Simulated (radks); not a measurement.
Results of a calculation; reference values are marked as such.
In38+, 11 electrons, occupied as [Ne] 3s1.

Code: a radial shooting solver on a logarithmic mesh with Libxc functionals. Model: non-relativistic Kohn-Sham, TPSS, spin-polarised, spherical densities, point nucleus; open shells are filled with parallel spins first (spin-orbit coupling, left out, can overturn this in heavy ions); meta-GGA in the generalised Kohn-Sham scheme; relativity is left out, which matters for an element this heavy.

Energy parts (hartree):
total: -4481.96110
kinetic: 4481.50929
electron-nucleus: -9398.33787
Hartree: 518.01621
exchange-correlation: -83.14873

Orbitals (lengths in bohr, moments of r in powers of bohr):
orbital  occ.  eigenvalue (hartree)  <1/r>
1s up       1             -1072.197  48.51
1s down     1             -1072.119  48.51
2s up       1             -225.5951  11.29
2s down     1             -225.4882  11.29
2p up       3             -217.1104  11.25
2p down     3             -217.0179  11.25
3s up       1             -92.72798  4.702
3s down     0             -92.10414  4.712
3p up       0             -89.78390  4.653
3p down     0             -89.21776  4.668
4s up       0             -50.18303  2.575

The highest occupied level is 3s up at -2523.3 eV. For comparison, the ionisation energy in NIST's Atomic Spectra Database is 2628.8 eV (semi-empirical). In exact Kohn-Sham theory the highest level is minus the ionisation energy, but local and semilocal functionals leave it too shallow, through self-interaction and a potential that decays too fast; potentials with the right tail come closer. The electron density at the nucleus is 8.238e+04 e/bohr^3.
